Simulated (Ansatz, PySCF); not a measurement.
Process, species as SMILES: CCCl → [CH2]Cl + [CH3] (CH3) (the C-C bond at the site shown breaks; other sites are not compared here)
Geometries: B3LYP-D3(BJ)/def2-TZVP minima from Ansatz (a program for electronic structure).

Property: bond dissociation energy (electronic energy difference), in kcal/mol. Correlated levels leave the core frozen unless marked. Open shells are spin-unrestricted. Spin-orbit coupling is left out. Non-relativistic unless marked X2C. CBS(X,Y): correlation extrapolated as X^-3; Hartree-Fock from the larger set. The bracket is a focal-point correction in the basis named.

```
level                                                                             program  bond dissociation energy (kcal/mol)
-------------------------------------------------------------------------  --------------  -----------------------------------
HF/aug-cc-pV(T+d)Z                                                                 Ansatz                                 66.3
TPSS-D3(BJ)/def2-TZVPD                                                      PySCF + dftd3                                 89.4
M06-L-D4/def2-TZVPD                                                         PySCF + dftd4                                 93.6
PBE0/STO-3G                                                                        Ansatz                                124.9
PBE0/6-31G*                                                                        Ansatz                                 97.1
PBE0/def2-SVP                                                                      Ansatz                                 95.6
PBE0-D3(BJ)/def2-TZVP                                                      Ansatz + dftd3                                 93.6
PBE0-D4/def2-TZVP                                                          Ansatz + dftd4                                 93.5
HSE06-D4/def2-TZVPD                                                        Ansatz + dftd4                                 93.6
HSE06/def2-TZVPD                                                                   Ansatz                                 92.6
B2PLYP-D4/def2-TZVPD                                                       Ansatz + dftd4                                 93.1
B2PLYP/def2-TZVPD                                                                  Ansatz                                 92.1
RPA@PBE/cc-pV(Q+d)Z                                                                Ansatz                                 93.2
RI-MP2/aug-cc-pV(T+d)Z                                                             Ansatz                                100.0
RI-MP2/CBS(cc-pV(T+d)Z,cc-pV(Q+d)Z)                                                Ansatz                                101.2
SCS-MP2/aug-cc-pV(D+d)Z                                                            Ansatz                                 97.0
CCSD/6-31G*                                                                        Ansatz                                 93.1
CCSD(T)/STO-3G                                                                     Ansatz                                113.9
X2C-CCSD(T)/cc-pVTZ-DK                                                             Ansatz                                 94.7
CCSD(T) with core electrons (1s frozen past Ne)/cc-pwCVTZ                          Ansatz                                 94.6
RI-MP2/CBS(aug-cc-pV(T+d)Z,aug-cc-pV(Q+d)Z)+[CCSD(T)-MP2]/aug-cc-pV(T+d)Z          Ansatz                                 96.2
```
